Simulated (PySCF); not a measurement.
**GaC⁻ at ROHF-SCS-MP2**

Level: ROHF-SCS-MP2. Ga aug-cc-pVDZ-DK, C aug-cc-pVDZ-DK; spin-free X2C with a Gaussian nucleus (PySCF 2.14).

```
state                          : ³Π (triplet), unpaired electrons σ ↑, π ↑
bond length                    : 1.932 Å
harmonic wavenumber            : 624 cm⁻¹
force constant                 : 2.34 mdyn/Å
rotational constant Be         : 0.4417 cm⁻¹
anharmonicity ωexe             : 2.40 cm⁻¹
vibration–rotation constant αe : 0.00331 cm⁻¹
```

Correlated steps freeze 10 core orbitals. Spin–orbit coupling is left out. The state was picked by a PBE0 search and need not be the measured ground state.
